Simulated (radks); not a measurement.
Neutral silver inside a hard spherical wall (all orbitals vanish at R), configuration held at [Kr] 4d10 5s1 and not refilled when levels cross. All-electron calculation, scalar-relativistic Kohn-Sham, PBE, spin-polarised, spherical densities, point nucleus; open shells are filled with parallel spins first (spin-orbit coupling, left out, can overturn this in heavy ions). Program: a radial shooting solver on a logarithmic mesh with Libxc functionals. Eigenvalues in eV for spin up, with the zero of energy where the potential of the charges vanishes at infinity; a dash marks a level that is unbound or too diffuse for the functional's potential to be trusted. A positive occupied level is held by the wall or, in an anion where self-interaction has pushed it up, behind a barrier. The pressure on the wall is -dE/dV.

[
 {"R (bohr)": "free", "E (hartree)": "-5316.04184", "kinetic (hartree)": "5522.852", "e(4s)": "-95.007", "e(4p)": "-58.530", "e(4d)": "-7.503", "e(5s)": "-4.734", "e(5p, empty)": "-0.973", "e(6s, empty)": "-", "pressure (GPa)": "0"},
 {"R (bohr)": "20", "E (hartree)": "-5316.04184", "kinetic (hartree)": "5522.852", "e(4s)": "-95.007", "e(4p)": "-58.530", "e(4d)": "-7.503", "e(5s)": "-4.734", "e(5p, empty)": "-0.973", "e(6s, empty)": "-", "pressure (GPa)": "< 0.0001"},
 {"R (bohr)": "15", "E (hartree)": "-5316.04184", "kinetic (hartree)": "5522.852", "e(4s)": "-95.006", "e(4p)": "-58.530", "e(4d)": "-7.503", "e(5s)": "-4.734", "e(5p, empty)": "-0.963", "e(6s, empty)": "0.278", "pressure (GPa)": "< 0.0001"},
 {"R (bohr)": "12", "E (hartree)": "-5316.04181", "kinetic (hartree)": "5522.852", "e(4s)": "-95.003", "e(4p)": "-58.527", "e(4d)": "-7.500", "e(5s)": "-4.731", "e(5p, empty)": "-0.914", "e(6s, empty)": "0.810", "pressure (GPa)": "0.000463"},
 {"R (bohr)": "10", "E (hartree)": "-5316.04159", "kinetic (hartree)": "5522.855", "e(4s)": "-94.984", "e(4p)": "-58.508", "e(4d)": "-7.482", "e(5s)": "-4.713", "e(5p, empty)": "-0.784", "e(6s, empty)": "1.776", "pressure (GPa)": "0.00646"},
 {"R (bohr)": "7", "E (hartree)": "-5316.03483", "kinetic (hartree)": "5522.901", "e(4s)": "-94.694", "e(4p)": "-58.218", "e(4d)": "-7.207", "e(5s)": "-4.380", "e(5p, empty)": "0.196", "e(6s, empty)": "6.921", "pressure (GPa)": "0.376"},
 {"R (bohr)": "6", "E (hartree)": "-5316.01987", "kinetic (hartree)": "5522.985", "e(4s)": "-94.276", "e(4p)": "-57.803", "e(4d)": "-6.821", "e(5s)": "-3.840", "e(5p, empty)": "1.303", "e(6s, empty)": "11.759", "pressure (GPa)": "1.67"},
 {"R (bohr)": "3.5", "E (hartree)": "-5315.44831", "kinetic (hartree)": "5525.497", "e(4s)": "-87.242", "e(4p)": "-50.995", "e(4d)": "-0.371", "e(5s)": "7.442", "e(5p, empty)": "17.538", "e(6s, empty)": "65.365", "pressure (GPa)": "177"},
 {"R (bohr)": "3", "E (hartree)": "-5314.68878", "kinetic (hartree)": "5528.561", "e(4s)": "-81.624", "e(4p)": "-45.627", "e(4d)": "5.117", "e(5s)": "18.512", "e(5p, empty)": "31.663", "e(6s, empty)": "104.40", "pressure (GPa)": "614"},
 {"R (bohr)": "2", "E (hartree)": "-5305.65736", "kinetic (hartree)": "5562.777", "e(4s)": "-48.098", "e(4p)": "-11.987", "e(4d)": "43.728", "e(5s)": "109.73", "e(5p, empty)": "136.19", "e(6s, empty)": "345.48", "pressure (GPa)": "14700"},
 {"R (bohr)": "1.5", "E (hartree)": "-5276.35174", "kinetic (hartree)": "5660.500", "e(4s)": "16.195", "e(4p)": "57.524", "e(4d)": "124.55", "e(5s)": "315.15", "e(5p, empty)": "352.48", "e(6s, empty)": "781.37", "pressure (GPa)": "123000"}
]
